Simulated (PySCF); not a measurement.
Working out the ionisation energy of Pd⁺

Pd⁺ [Kr] 4d9 (2D) → Pd²⁺ [Kr] 4d8 (3F). All numbers are calculated (PySCF 2.14, scalar relativity through the core potential, in aug-cc-pVTZ-PP with one added diffuse shell each of s, p, d, f, g type with ECP28MDF (7s7p6d4f3g, 113 functions)). Frozen: 4s2 4p6. Energies in hartree (1 hartree = 27.21139 eV):

```
             part  Pd⁺ (lower)  Pd²⁺ (upper)
              UHF  -126.379845   -125.741673
MP2 opposite-spin    -0.190185     -0.137846
    MP2 same-spin    -0.104215     -0.081249
```

**Question.** What does Hartree-Fock give?

**Answer.** (-125.741673) − (-126.379845) = 0.638172 hartree = 17.366 eV.

**Question.** What do MP2 and SCS-MP2 (6/5 opposite-spin, 1/3 same-spin) give?

**Answer.** The opposite-spin parts differ by 1.424 eV and the same-spin parts by 0.625 eV. MP2: 17.366 + (1.424) + (0.625) = 19.415 eV. SCS-MP2: 17.366 + 1.2 × (1.424) + (0.625)/3 = 19.283 eV.

Reference: 19.43 ± 0.12 eV (semi-empirical (NIST evaluation); NIST Atomic Spectra Database, ionization energies), between the lowest levels; spin-orbit coupling is absent from the calculation.

What remains against the reference includes basis incompleteness, the frozen core and correlation beyond second order.
